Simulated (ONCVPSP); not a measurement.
**PBE ONCV dataset for praseodymium (Pr), scalar-relativistic all-electron reference.**

```json
{
 "Element": "praseodymium",
 "Generator": "ONCVPSP 4.0.1",
 "Type": "optimised norm-conserving Vanderbilt (ONCV)",
 "Functional": "PBE",
 "Relativity": "scalar-relativistic",
 "Frozen core": "[Kr] 4d10 4f2",
 "Valence charge": "11",
 "Reference configuration": "5s2 5p6 5d1 6s1.5 (charge +0.5)",
 "Partial waves": "5s+6s: rc 2.15 bohr, ncon 4, nbas 7, qcut 4.3 1/bohr, 2 projectors; 5p: rc 2.90 bohr, ncon 5, nbas 9, qcut 5.6 1/bohr, 3 projectors, debl 0.6 Ha; 5d: rc 2.90 bohr, ncon 3, nbas 8, qcut 6.3 1/bohr, 3 projectors, debl 0.4 Ha; f scattering state at 0.44 Ha: rc 2.80 bohr, ncon 4, nbas 7, qcut 4 1/bohr, 2 projectors, debl 2.5 Ha",
 "Local potential": "polynomial inside 1.50 bohr (lpopt 5, dvloc0 0 Ha)",
 "Core correction": "polynomial model core, fcfact 0.6"
}
```

In the p channel the program set the typed energies aside and used -0.986, 0.250, 0.850 Ha.

All-electron outer shells of the reference configuration (PBE, scalar-relativistic, ld1.x):

```
shell  level (eV)  outermost node (bohr)  outermost maximum (bohr)
   5s      -45.02                   0.73                      1.33
   5p      -26.82                   0.79                      1.51
   4f       -9.07                      –                      0.68
   6s       -6.15                   1.77                      3.57
   5d       -5.68                   0.90                      2.11
```

Problem. Estimate the cutoffs (Ha) at which the residual kinetic energy of the hardest occupied pseudo-wave falls to 1 and 0.1 mHa per electron.

Solution. 9.0 Ha and 24 Ha. The cutoffs count occupied waves only; projector 2 of the f channel, the hardest unoccupied one, needs 33 Ha at the loose tolerance.

Problem. What does a ghost test show?

Solution. No bound ghost flagged; GHOST(+) flagged for s at 44.7 eV, p at 175.1 eV.

Problem. Tests: 5s2 5p6 5d1 6s2; 5s2 5p6 5d1 6s1; 5s2 5p6 5d1 6s0; 5s2 5p6 5d2 6s1. Which has the largest error in its energy relative to the reference configuration, and how large is it?

Solution. 5s2 5p6 5d1 6s0, with -13 meV (all-electron minus pseudo) on +14.95 eV.
